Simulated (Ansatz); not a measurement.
```yaml
atoms:
  - { symbol: C, position_ang: [0.0000, -0.0295, -1.2404] }
  - { symbol: S, position_ang: [0.0000, -0.0644, 0.7165] }
  - { symbol: H, position_ang: [0.0000, -1.1629, -1.5920] }
  - { symbol: H, position_ang: [-0.9719, 0.4953, -1.6749] }
  - { symbol: H, position_ang: [0.9719, 0.4953, -1.6749] }
  - { symbol: H, position_ang: [0.0000, 1.3794, 0.9200] }
```

Basis set: def2-TZVP (spherical functions). Frozen core: 6 orbitals. Charge 0, multiplicity 1.

Computed with Ansatz (development build ahead of 0.2.0); each method stands on the lowest determinant of its kind that the runs found. Restricted open shells among the atoms or ions are ROHF, correlated in semicanonical orbitals with singles.

Problem. Give the atomization energy at this shape (free ground-state atoms in the same class of orbitals less the molecule, no zero-point energy) of singlet CH4S by RHF-MP2, RHF.

Solution.

| method | atomization energy |
| --- | --- |
| RHF-MP2 | 1825.7 kJ/mol |
| RHF | 1400.0 kJ/mol |

Caution: no unrestricted run beside it, a lower state can exist; the shape is not the minimum.
